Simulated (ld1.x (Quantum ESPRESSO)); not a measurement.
## Transferability test, ultrasoft potential for hafnium

- Element: hafnium
- Generator: ld1.x (Quantum ESPRESSO) 7.5
- Type: ultrasoft
- Functional: PBE
- Relativity: scalar-relativistic
- Frozen core: [Xe] 4f14
- Valence charge: 4
- Reference configuration: 5d2 6s2 6p0
- Partial waves: 6s (bound): rcut 2.20, rcutus 2.85 bohr; 6s channel at 1.85 Ry: rcut 2.20, rcutus 2.85 bohr; 6p (bound, empty): rcut 4.12, rcutus 4.36 bohr; 6p channel at 0.4 Ry: rcut 4.12, rcutus 4.36 bohr; 5d (bound): rcut 1.65, rcutus 2.15 bohr; 5d channel at 1 Ry: rcut 1.65, rcutus 2.15 bohr
- Local potential: all-electron potential smoothed inside 3.45 bohr (lloc = -2)
- Core correction: a·sin(br)/r model core inside 1.40 bohr
- Augmentation charge: built from norm-conserving waves at rcut, not smoothed further

Energies are relative to the spin-unpolarised reference configuration 5d2 6s2 6p0; without spin polarisation the order of configurations can differ from experiment.

**Question.** Give the all-electron excitation energy and the error of the potential for: 5d2 6s1 6p0; 5d2 6s0 6p0; 5d1 6s0 6p0; 5d2.5 6s1.5 6p0; 5d1 6s2 6p0; 5d2 6s0 6p2; 5d3 6s0 6p0.

**Answer.**

```csv
valence configuration,charge,ΔE all-electron (eV),error AE − PS (meV)
5d2 6s1 6p0,+1,7.976,-7.8
5d2 6s0 6p0,+2,22.156,-39
5d1 6s0 6p0,+3,43.950,-275
5d2.5 6s1.5 6p0,0,1.255,-11
5d1 6s2 6p0,+1,6.498,-63
5d2 6s0 6p2,0,7.862,-5.8
5d3 6s0 6p0,+1,9.989,-72
```
